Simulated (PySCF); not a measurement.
**O (oxygen, neutral) across methods**

[He] 2s1 2p5, 2s spin antiparallel (an excited configuration). Computed with PySCF 2.14 in aug-cc-pVQZ (6s5p4d3f2g, 80 functions), with no relativity, point nucleus.

| method | E (hartree) | mean ε 2s β (eV) | mean ε 2p β (eV) | mean ε 2p α (eV) | Σ⟨r²⟩ (bohr²) | ⟨S²⟩ |
| --- | --- | --- | --- | --- | --- | --- |
| r2SCAN | -74.3967 | -25.370 | -10.148 | -9.728 | 12.05 | 1.003 |
| LDA | -73.9380 | -24.178 | -9.552 | -9.599 | 12.27 | 1.001 |
| BP86 | -74.4830 | -24.392 | -9.652 | -9.537 | 12.18 | 1.001 |
| wB97M-V | -74.4288 | -29.861 | -14.161 | -13.623 | 12.22 | 1.001 |
| UHF | -74.03249 | -35.652 | -17.929 | -14.656 | 12.07 | 1.013 |
| PBEsol | -74.1536 | -24.163 | -9.431 | -9.391 | 12.24 | 1.001 |
| PBE0 | -74.3703 | -27.294 | -11.756 | -10.984 | 12.10 | 1.003 |
| HSE06 | -74.3801 | -26.838 | -11.351 | -10.570 | 12.10 | 1.003 |

(1) Estimate the same row for PBE.

With the s spin flipped the determinant is a mixture of two multiplicities, not a spectroscopic state.

## Answers

(1) E (hartree) = -74.4054; mean ε 2s β (eV) = -24.285; mean ε 2p β (eV) = -9.548; mean ε 2p α (eV) = -9.421; Σ⟨r²⟩ (bohr²) = 12.24; ⟨S²⟩ = 1.001.
